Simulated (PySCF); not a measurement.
Labels have come off several samples. The candidates:

A. SMILES O=CO[SiH2]C([SiH3])[SiH3]
B. `FC(N)(F)F`
C. SMILES CC(C)(C)[Si@H](F)[SiH2]P

Spectrum 1. 1H NMR (400 MHz, computed): δ 5.45 (m, 1H), 4.33 (m, 1H), 4.10 (m, 1H), 1.10 (s, 9H), 1.05 (m, 2H). 13C{1H} NMR (computed): δ 27.4 (CH3), 27.2 (C).

Spectrum 2. 1H NMR (400 MHz, computed): δ 2.48 (br s, 2H). 13C{1H} NMR (computed): δ 133.0 (C, q, J = 327.4 Hz).

Spectrum 3. 1H NMR (400 MHz, computed): δ 8.20 (s, 1H), 5.07 (d, 2H), 4.06 (d, 6H), -0.26 (m, 1H). 13C{1H} NMR (computed): δ 167.4 (CH), -12.3 (CH).

Isolated molecule, no relativistic terms, one conformer, equivalent nuclei averaged. Geometry from GFN2-xTB; B3LYP/pcJ-1 coupling constants; NMR shieldings at PBE0/pcSseg-1/GIAO; PySCF.

δ = σ(ref) − σ, references computed at the same level: TMS for 1H (31.72 ppm) and 13C (186.93 ppm). Multiplet labels drop J under 1 Hz and among equivalent protons, and merge close values. Unscaled 3J(H,H) run several per cent high. Splittings of carbon signals by F and P are missing where no couplings were computed. Where no couplings were computed, multiplicities follow the n + 1 count of equivalent neighbours, and m marks all less simple cases (inequivalent or close neighbours, rings, F or P nearby). One-bond C–F couplings are unscaled and too large by tens of Hz. Shifts are as computed. Against solution values, carbons near 30 ppm lie about +3 ppm off and those near 130 ppm about +5 ppm. Of 1211 compounds with measured shifts, 218 miss one by over three times the rms of a fit or turn the order of signals round; such compounds aren't used in these exercises. OH and NH positions are gas-phase values without hydrogen bonding to other molecules.

Match each spectrum to its structure.

## Answers

1–C, 2–B, 3–A.

- Spectrum 1 (C): 2 13C signals; δC 27.4 is a methyl carbon; δC 27.2 is a fully substituted sp3 carbon bonded to Si.
- Spectrum 2 (B): a single 13C signal, at 133.0 ppm (CF3 carbon); δH 2.48 is the hydrogen on an amine nitrogen.
- Spectrum 3 (A): 2 13C signals; δC -12.3 is an sp3 CH bonded to 3 Si; δH -0.26 is the hydrogen on an sp3 CH bonded to 3 Si.
